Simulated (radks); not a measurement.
The numbers below are computed, except where a source is named.
Correlation energies from several functionals, in hartree. Species: P4+ [Ne] 3s1; Eu+ [Xe] 4f7 6s1. Level of theory: non-relativistic Kohn-Sham, PBE, spin-polarised, spherical densities, point nucleus (a radial shooting solver on a logarithmic mesh with Libxc functionals). Every spin shell is full or empty, so the densities are truly spherical. Functionals are evaluated on that one density, not self-consistently.

| functional | P4+ | Eu+ |
|---|---|---|
| PW92 | -0.93642 | -6.1351 |
| PZ | -0.93355 | -6.1277 |
| PBE | -0.40708 | -3.4994 |
| PBEsol | -0.48277 | -3.9423 |
| LYP | -0.46530 | -3.2185 |
| P86 | -0.46394 | -3.9534 |
| PW91 | -0.45515 | -3.7719 |
| AM05 | -0.84554 | -5.7469 |
| OP (B88) | -0.45209 | -3.1345 |
| TPSS | -0.40857 | -3.4991 |
| SCAN | -0.40549 | -3.5394 |
| r2SCAN | -0.40933 | -3.5557 |
| Tao-Mo | -0.36944 | -3.4036 |
